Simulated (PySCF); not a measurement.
Species: C₆H₈OS.
Numbering: `[CH3:1][O:2][CH2:3][c:4]1[cH:5][cH:6][cH:7][s:8]1` (hydrogens: H9, H10, H11 on C1; H12, H13 on C3; H14 on C5; H15 on C6; H16 on C7)

The same species was optimised twice, with GFN2-xTB and with PBE0-D3(BJ)/def2-SVP (PySCF), and the same property calculations (PySCF, gas phase) were run on both structures.

```tsv
coordinate	GFN2-xTB	PBE0-D3(BJ)/def2-SVP	change
C6–C7 (Å)	1.356	1.371	+0.015
C4–C5 (Å)	1.361	1.374	+0.013
O2–C3 (Å)	1.411	1.399	-0.012
C1–O2 (Å)	1.407	1.397	-0.010
C5–C6 (Å)	1.413	1.422	+0.009
C4–S8 (Å)	1.734	1.725	-0.009
C3–C4 (Å)	1.497	1.502	+0.005
C7–S8 (Å)	1.719	1.715	-0.004
C4–S8–C7 (°)	91.2	92.4	+1.2
C3–C4–S8 (°)	120.9	121.7	+0.8
C6–C7–S8 (°)	112.0	111.4	-0.6
C3–C4–C5 (°)	128.0	127.5	-0.5
O2–C3–C4 (°)	113.2	113.6	+0.4
C5–C4–S8 (°)	111.1	110.7	-0.4
C1–O2–C3 (°)	113.6	113.8	+0.2
C4–C5–C6 (°)	113.1	113.0	-0.1
C1–O2–C3–C4 (°)	-65	-66	-1
O2–C3–C4–C5 (°)	-63	-56	+7
```

Rotational constants: A = 3441, B = 1211, C = 1073 MHz (GFN2-xTB) against A = 3480, B = 1188, C = 1054 MHz (PBE0-D3(BJ)/def2-SVP). Point groups within 0.08 Å: C1 and C1.

On the GFN2-xTB structure: lowest singlet, TDDFT (eV) 5.67 [wB97X-D/def2-SVPD]; lowest triplet, Tamm–Dancoff (eV) 3.78 [wB97X-D/def2-SVPD]; isotropic polarisability (au) 89.9 [wB97X-D/def2-SVPD]; HOMO (eV) -8.68 [wB97X-D/def2-SVPD]; LUMO (eV) 1.10 [wB97X-D/def2-SVPD]; dipole (D) 1.00 [wB97X-D/def2-SVPD]; HOMO (eV) -6.86 [PBE0/pcSseg-1]; LUMO (eV) -0.56 [PBE0/pcSseg-1]; dipole (D) 0.99 [PBE0/pcSseg-1]; GIAO shielding of C1 (ppm) 128.9 [PBE0/pcSseg-1]; GIAO shielding of O2 (ppm) 289.6 [PBE0/pcSseg-1]; GIAO shielding of C3 (ppm) 115.9 [PBE0/pcSseg-1]; GIAO shielding of C4 (ppm) 34.9 [PBE0/pcSseg-1]; GIAO shielding of C5 (ppm) 54.2 [PBE0/pcSseg-1]; GIAO shielding of C6 (ppm) 54.1 [PBE0/pcSseg-1]; GIAO shielding of C7 (ppm) 54.0 [PBE0/pcSseg-1]; GIAO shielding of S8 (ppm) 258.0 [PBE0/pcSseg-1].

Question: What do these properties become on the PBE0-D3(BJ)/def2-SVP structure?

Answer: 
| property | level | on GFN2-xTB | on PBE0-D3(BJ)/def2-SVP | change |
| --- | --- | --- | --- | --- |
| lowest singlet, TDDFT (eV) | wB97X-D/def2-SVPD | 5.67 | 5.64 | -0.03 |
| lowest triplet, Tamm–Dancoff (eV) | wB97X-D/def2-SVPD | 3.78 | 3.73 | -0.05 |
| isotropic polarisability (au) | wB97X-D/def2-SVPD | 89.9 | 91.0 | +1.1 |
| HOMO (eV) | wB97X-D/def2-SVPD | -8.68 | -8.63 | +0.05 |
| LUMO (eV) | wB97X-D/def2-SVPD | 1.10 | 1.10 | 0.00 |
| dipole (D) | wB97X-D/def2-SVPD | 1.00 | 0.92 | -0.08 |
| energy, GFN2-xTB geometry as zero (kcal/mol) | wB97X-D/def2-SVPD | 0.0 | -0.7 | -0.7 |
| HOMO (eV) | PBE0/pcSseg-1 | -6.86 | -6.82 | +0.04 |
| LUMO (eV) | PBE0/pcSseg-1 | -0.56 | -0.56 | 0.00 |
| dipole (D) | PBE0/pcSseg-1 | 0.99 | 0.92 | -0.07 |
| energy, GFN2-xTB geometry as zero (kcal/mol) | PBE0/pcSseg-1 | 0.0 | -0.3 | -0.3 |
| GIAO shielding of C1 (ppm) | PBE0/pcSseg-1 | 128.9 | 128.6 | -0.3 |
| GIAO shielding of O2 (ppm) | PBE0/pcSseg-1 | 289.6 | 295.9 | +6.3 |
| GIAO shielding of C3 (ppm) | PBE0/pcSseg-1 | 115.9 | 116.1 | +0.2 |
| GIAO shielding of C4 (ppm) | PBE0/pcSseg-1 | 34.9 | 35.0 | +0.1 |
| GIAO shielding of C5 (ppm) | PBE0/pcSseg-1 | 54.2 | 52.0 | -2.2 |
| GIAO shielding of C6 (ppm) | PBE0/pcSseg-1 | 54.1 | 51.0 | -3.1 |
| GIAO shielding of C7 (ppm) | PBE0/pcSseg-1 | 54.0 | 53.1 | -0.9 |
| GIAO shielding of S8 (ppm) | PBE0/pcSseg-1 | 258.0 | 259.5 | +1.5 |

The heavy atoms differ by 0.057 Å rms after alignment. Among bonds between heavy atoms C6–C7 changes most (+0.015 Å). Changes are differences of the printed values. Neither structure is proved a minimum here.

Shape of the structure used: `[CH3:1][O:2][CH2:3][c:4]1[cH:5][cH:6][cH:7][s:8]1`: C1–O2–C3–C4 -66°, O2–C3–C4–C5 -56°.

wB97X-D is run here without its empirical dispersion term; that term would change no orbital, density or response property at a fixed geometry.
